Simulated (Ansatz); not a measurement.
## Exact exchange and the vertical energy of the triplet above the singlet of C3H5Ga

C3H5Ga has 9 atoms, charge 0, and is taken as a singlet. SMILES: `C#[C][GaH][CH3]`. Geometry: relaxed at PBE0-D4/def2-TZVP.

The vertical energy of the triplet above the singlet y, in eV, basis 6-31G(d); a is the functional's share of exact exchange. Programs: Ansatz 0.2.0.

```
functional  program     a  y (eV)
       PBE   Ansatz     0    4.02
    revPBE   Ansatz     0    4.02
     B3LYP   Ansatz   0.2    4.34
      PBE0   Ansatz  0.25    4.39
   r2SCAN0   Ansatz  0.25       ?
     BHLYP   Ansatz   0.5    4.47
```

Q: Fit y = c + s·a to the known rows and predict r2SCAN0.

A: 
1. Means of the 5 rows: a = 0.1900, y = 4.248.
2. Σ(Δa)² = 0.172, Σ(Δa·Δy) = 0.1649, so the slope is 0.1649/0.172 = 0.95872.
3. Intercept: 4.248 − (0.95872) × 0.1900 = 4.066. The largest residual of the fit is 0.084.
4. r2SCAN0: 4.066 + (0.95872) × 0.25 = 4.31 eV.

The run gave 4.30 eV, so the prediction is off by +0.01 eV, within the largest residual.
